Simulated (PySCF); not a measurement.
A structure optimised at PBE-D3(BJ)/def2-SVP, used in a PySCF frequency run:

```xyz
7

N      2.6620    -0.2410    -0.1174
C      1.5761    -0.0792     0.3057
O      0.4023     0.1129     0.8148
Si    -1.0945    -0.3049     0.0831
F     -1.4436     0.8194    -1.0349
H     -2.0625    -0.2213     1.2069
H     -0.9312    -1.6259    -0.5864
```

Q: Write its SMILES and formula.

A: N#CO[SiH2]F, CH2FNOSi

Q: What are its rotational constants (standard atomic weights)?

A: 11.101, 2.2148, 1.9965 GHz
